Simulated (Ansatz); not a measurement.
Consider the formal exchange of groups at a Te–C bond: `[SiH3]OC[TeH]` + `O[SiH2]F` → `O[SiH](F)[TeH]` + `CO[SiH3]`.

Calculated with Ansatz (gas phase, PBE0-D4/def2-TZVP geometries, no zero-point term in ΔE). CBS: MP2 limit from def2 TZ/QZ plus the TZ coupled-cluster correction, frozen cores. DFT in def2-TZVPP. def2 core potentials past Kr. For Te outer-core shells are correlated without core-valence functions, which leaves a few kJ/mol of doubt a bond. One conformer a species, not always the lowest.

| level | ΔE (kJ/mol) |
| --- | --- |
| PBE-D4 | -92.2 |
| PBE0 | -99.1 |

Question: What does CCSD(T)/CBS give? (An estimate is asked.)

Answer: The calculation gave: -89.5 kJ/mol. The listed levels differ from it by -2.7, -9.6 kJ/mol.

Largest T1 diagnostic among the species: 0.012.

From PBE to PBE0 (25 % exact exchange), in def2-TZVPP and without D4, ΔE moves by −5.1 kJ/mol. The D4 term adds +3.0 kJ/mol with B3LYP and +1.7 kJ/mol with PBE0; it sums over pairs of atoms, weighted by their polarisabilities, and B3LYP, whose exchange is more repulsive, gets the larger term. In def2-TZVPP, CCSD(T) changes the Hartree–Fock value by +13.6 kJ/mol (the triples alone add +2.7 kJ/mol) and MP2 by +11.4 kJ/mol.

B3LYP here is the variant with VWN-RPA as its local correlation; programs differ in this.
